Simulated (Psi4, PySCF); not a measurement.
Internal rotation in SMILES N[SiH2][SiH2]Br. Scanned: dihedral N1–Si2–Si3–Br4; all other coordinates were relaxed at B3LYP-D3(BJ)/def2-SVP. Points at φ and −φ are mirror images. Heavy atoms are numbered in the order of the SMILES N[SiH2][SiH2]Br, hydrogens after them in the order of the atoms that carry them; the mirror image has the same energies with the sign of each dihedral reversed.

Levels of theory: PBE-D3(BJ)/def2-TZVP // B3LYP-D3(BJ)/def2-SVP (Psi4); RMP2/3-21G = restricted MP2 (frozen core)/3-21G // B3LYP-D3(BJ)/def2-SVP (PySCF); MP2/cc-pVTZ = DF-MP2 (frozen core)/cc-pVTZ // B3LYP-D3(BJ)/def2-SVP in Psi4 1.11.

Energies relative to the lowest point of each profile, in mEh:

```tsv
φ / °	PBE-D3(BJ)/def2-TZVP	RMP2/3-21G
-150	1.3	2.3
-120	2.2	3.8
-90	1.4	3.1
-60	0.0	1.5
-30	0.1	0.5
0	1.2	0.0
30	0.1	0.5
60	0.0	1.5
90	1.4	3.1
120	2.2	3.8
150	1.3	2.3
180	0.9	1.7
```

**Question.** Estimate the MP2/cc-pVTZ values at these points.

**Answer.** -150: 1.6; -120: 2.5; -90: 1.6; -60: 0.0; -30: 0.2; 0: 1.6; 30: 0.2; 60: 0.0; 90: 1.6; 120: 2.5; 150: 1.6; 180: 1.1 (mEh).
